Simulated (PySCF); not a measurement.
**A survey of 17O NMR shifts**

Method: NMR shieldings at PBE0/pcSseg-1/GIAO, coordinates at the GFN2-xTB level, in PySCF (one conformer, relativity neglected, no solvent model, one averaged value for each set of equivalent atoms).

Shieldings were converted by a linear fit to measured shifts: 17O (scatter 10.7 ppm rms, 12.2 ppm with the 3 outliers that the fit left out vs liquid water, solution or neat liquid). Occasional misses reach two or three times the rms, and more in compound classes unlike the fitted ones.

(1) Give the 17O shifts of `C#C[C@H]1CCC(=O)OC1`, `O=C(O[SiH3])C(=O)OCC(F)(F)F`, `O=C(O)CCC([SiH3])([SiH3])[SiH3]`, `C=C(C=O)OC(F)(F)F`, `C[Si@](N)([SiH3])O[SiH3]`, `CO/C(C)=C(\C)C(=O)Cl`.

(2) Order these by 17O shift, lowest first.
A. CCC1C(=O)C=CC1=O
B. O=S1(=O)C=CC(C2CCC2)=C1
C. C[Si@](N)([SiH3])O[SiH3]
D. C#CC[Si@@H]1[SiH2][Si@@H](N)[Si@@H]1O

Answers

(1) 
```csv
compound,environment,δ (ppm)
[CH:1]#[C:2][C@H:3]1[CH2:4][CH2:5][C:6](=[O:7])[O:8][CH2:9]1,O7: ester carbonyl oxygen,387.0
[CH:1]#[C:2][C@H:3]1[CH2:4][CH2:5][C:6](=[O:7])[O:8][CH2:9]1,O8: ester alkoxy oxygen,151.4
[O:1]=[C:2]([O:3][SiH3:4])[C:5](=[O:6])[O:7][CH2:8][C:9]([F:10])([F:11])[F:12],O1: carbonyl oxygen,369.1
[O:1]=[C:2]([O:3][SiH3:4])[C:5](=[O:6])[O:7][CH2:8][C:9]([F:10])([F:11])[F:12],O6: ester carbonyl oxygen,348.2
[O:1]=[C:2]([O:3][SiH3:4])[C:5](=[O:6])[O:7][CH2:8][C:9]([F:10])([F:11])[F:12],O7: ester alkoxy oxygen,136.9
[O:1]=[C:2]([O:3][SiH3:4])[C:5](=[O:6])[O:7][CH2:8][C:9]([F:10])([F:11])[F:12],"O3: oxygen bonded to C, Si",131.0
[O:1]=[C:2]([OH:3])[CH2:4][CH2:5][C:6]([SiH3:7])([SiH3:8])[SiH3:9],O1: carbonyl oxygen,362.6
[O:1]=[C:2]([OH:3])[CH2:4][CH2:5][C:6]([SiH3:7])([SiH3:8])[SiH3:9],O3: acid hydroxyl oxygen,154.1
[CH2:1]=[C:2]([CH:3]=[O:4])[O:5][C:6]([F:7])([F:8])[F:9],O4: aldehyde oxygen,576.3
[CH2:1]=[C:2]([CH:3]=[O:4])[O:5][C:6]([F:7])([F:8])[F:9],O5: ether oxygen,116.3
C[Si@](N)([SiH3])O[SiH3],oxygen bonded to 2 Si,-3.9
[CH3:1][O:2]/[C:3]([CH3:4])=[C:5](\[CH3:6])[C:7](=[O:8])[Cl:9],O8: carbonyl oxygen,438.1
[CH3:1][O:2]/[C:3]([CH3:4])=[C:5](\[CH3:6])[C:7](=[O:8])[Cl:9],O2: ether oxygen,109.0
```

(2) D (-40.5 ppm, oxygen bonded to Si, H), C (-3.9 ppm, oxygen bonded to 2 Si), B (128.9 ppm, S=O oxygen), A (586.4 ppm, ketone oxygen).

In solution the two oxygens of a carboxylic acid give one averaged line by proton exchange, and hydrogen bonding shields acid and N–H amide carbonyl oxygens by tens of ppm; neither is in these numbers.
